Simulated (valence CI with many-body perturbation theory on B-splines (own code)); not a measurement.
## Basis-set convergence for Cr X

Computed by relativistic CI+MBPT: five valence electrons over a frozen Dirac-Fock core [Ne], radial functions for each j: 9 s, 9 p, 8 d, 6 f, 3 g, 1 h, with the one-electron correlation potential Σ1, the two-electron term Σ2, the three-electron term Σ3, Breit, model QED; selected CI, second order for the rest, scaled by the run's own slope (own B-spline code, finite nucleus).

No measured spectrum was set against this ion. As an estimate, levels of excited configurations hold to 0.05 to 0.15 % of their energy, terms of the ground configuration to about 0.5 %. Among the levels kept, up to 1600 cm⁻¹ of a level comes from second order outside the variational space, and about a tenth of that is noise between levels of different J, which matters for small intervals.

The reference run has the lowest level 3s2 3p3 4S°_3/2 and an ionisation energy of 241.872 eV. Its largest variational space holds 19996 state functions.

Names give the largest LS component (configuration and term), which can be under half, so a name can repeat, a term be missing and a line seem to break the LS rules; names also repeat where a configuration has a term twice. Letters in brackets count levels of one name in rising energy.

Changed runs:
A. basis 6 s, 6 p, 5 d, 3 f, 1 g
B. basis 5 s, 5 p, 4 d, 2 f

Excitation energies of the reference run in cm⁻¹, and shifts in cm⁻¹:

| Level | Reference | A | B |
| --- | --- | --- | --- |
| 3s2 3p3 2D°_3/2 | 37339 | +197 | +748 |
| 3s2 3p3 2D°_5/2 | 39692 | +194 | +741 |
| 3s2 3p3 2P°_1/2 | 64263 | +236 | +862 |
| 3s2 3p3 2P°_3/2 | 67485 | +229 | +842 |
| 3s 3p4 4P_5/2 | 233863 | +8.4 | +132 |
| 3s 3p4 4P_3/2 | 239955 | +6.6 | +123 |
| 3s 3p4 4P_1/2 | 242898 | +3.2 | +122 |
| 3s 3p4 2D_3/2 | 289781 | +161 | +577 |
| 3s 3p4 2D_5/2 | 290763 | +160 | +579 |
| 3s2 3p2 3d 2P_3/2 [a] | 333516 | +187 | +486 |
| 3s 3p4 2P_1/2 | 337568 | +212 | +622 |
| 3s 3p4 2S_1/2 | 349146 | +293 | +965 |
| Ionisation energy (eV) | 241.872 | -0.022 | -0.065 |
